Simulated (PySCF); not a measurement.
**H₂TiO + H₂O → TiH₄ + O₂**

Level: PBE0 in the def2-TZVP basis family, all electrons, no relativity, computed in PySCF with density fitting; open shells unrestricted.

```
species                                                              state and structure      E (Eh)  ZPE (kJ/mol)  H(298 K) − H(0) (kJ/mol)  S° (J/(mol K))
  H₂TiO  singlet, Cs, Ti–H 1.721 Å (×2), Ti–O 1.583 Å; H–Ti–H 115.6°, H–Ti–O 107.2° (×2)  -925.60837          36.7                      11.6           254.1
    H₂O                                     singlet, C2v, O–H 0.960 Å (×2); H–O–H 105.1°   -76.37736          56.5                       9.9           188.7
   TiH₄                                                   singlet, Td, Ti–H 1.693 Å (×4)  -851.52217          58.5                      12.5           223.2
     O₂                                                        triplet, D∞h, O–O 1.193 Å  -150.23561          10.3                       8.7           204.9
```

Q: What is the electronic reaction energy?

A: At PBE0/def2-TZVP, ΔE = 598.5 kJ/mol from the differences of the total energies times 2625.5, uphill. 

Q: Add zero-point, thermal and entropy terms for 298.15 K and 1 bar.

A: ΔZPE = -24.4 and Δ[H(298) − H(0)] = -0.3 kJ/mol give ΔH° = 573.8 kJ/mol. ΔS° = -14.7 J/(mol K), so ΔG° = 573.8 − 298.15 × (-0.0147) = 578 kJ/mol.

The structures come from searches over a few start shapes, so lower isomers are not excluded.
